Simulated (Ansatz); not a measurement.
Ga₆P₅H₁₈⁻, a cluster cut from wurtzite GaP (hydrogen-capped), relaxed as a singlet with RKS PBE-D4/def2-SVP in Ansatz, starting from the GFN2-xTB geometry. Force threshold 0.03 eV/Å.

Start:

```csv
atom,x (Å),y (Å),z (Å)
Ga1,1.891,-0.491,2.152
P2,1.496,1.485,0.827
P3,1.921,-1.481,-1.601
Ga4,1.751,0.935,-1.455
Ga5,-0.613,2.617,1.129
P6,-0.378,1.361,-2.542
P7,0.095,-1.939,1.555
Ga8,0.572,-3.167,-0.420
Ga9,-2.054,-0.981,2.039
P10,-2.224,0.940,0.606
Ga11,-2.627,0.779,-1.727
H12,3.261,-1.077,1.658
H13,1.803,-0.092,3.651
H14,2.524,2.387,1.051
H15,3.139,-1.656,-0.960
H16,2.388,-1.823,-2.861
H17,2.927,1.622,-2.251
H18,-0.727,3.044,2.617
H19,-0.648,3.767,0.059
H20,-0.421,2.742,-2.415
H21,-0.189,1.365,-3.916
H22,0.214,-2.905,2.544
H23,1.595,-4.319,-0.153
H24,-0.664,-3.477,-1.312
H25,-2.038,-0.483,3.514
H26,-3.159,-2.005,1.632
H27,-3.383,1.547,1.067
H28,-2.943,-0.653,-2.241
H29,-3.510,1.962,-2.246
```

Q: Estimate the energy that the relaxation releases and the steps that it takes.

A: 9.5 kcal/mol, in 8 steps; 33 s on 2 threads of AMD EPYC 7R13 on a shared host and a share (18 GiB) of an NVIDIA H100 80GB HBM3. No frequencies were taken in this run, so the end may be a saddle point.

Q: Does the start keep its bonding and symmetry?

A: By distances, no bond broke or formed. The bond that changes most is P3–H16, from 1.39 to 1.43 Å (atoms count from 1). Point group Cs at the start, Cs at the end, both within 0.05 Å.

Q: Predict the relaxed structure.

A: 
```
atom    x (Å)    y (Å)    z (Å)
 Ga1   1.9622  -0.4664   2.2163
  P2   1.4649   1.4666   0.8470
  P3   1.9453  -1.4118  -1.5525
 Ga4   1.8074   0.9874  -1.4360
 Ga5  -0.5950   2.6961   1.1688
  P6  -0.3210   1.3938  -2.4813
  P7   0.1007  -1.8640   1.6135
 Ga8   0.4060  -2.9951  -0.4654
 Ga9  -2.1160  -1.0255   2.0646
 P10  -2.1738   0.9494   0.6803
Ga11  -2.4967   0.5920  -1.6568
 H12   3.3099  -1.1127   1.6503
 H13   1.8758  -0.0447   3.7444
 H14   2.5212   2.4034   1.0962
 H15   3.2856  -1.6970  -1.1455
 H16   2.0980  -1.7382  -2.9405
 H17   2.9952   1.6867  -2.2209
 H18  -0.6960   3.1338   2.6914
 H19  -0.6677   3.8068   0.0218
 H20  -0.3626   2.8143  -2.6345
 H21  -0.1583   1.0608  -3.8666
 H22   0.2333  -2.9539   2.5356
 H23   1.2748  -4.3165  -0.2927
 H24  -0.8613  -2.9810  -1.4084
 H25  -2.1770  -0.5704   3.5875
 H26  -3.1796  -2.0700   1.5066
 H27  -3.4200   1.5635   1.0347
 H28  -2.5118  -0.9278  -2.0874
 H29  -3.5438   1.6205  -2.2705
```
Bond lengths (bridged metal pairs left out): 13 × Ga–P 2.36 to 2.46 Å; 11 × Ga–H 1.58 to 1.60 Å; 7 × H–P 1.43 Å.
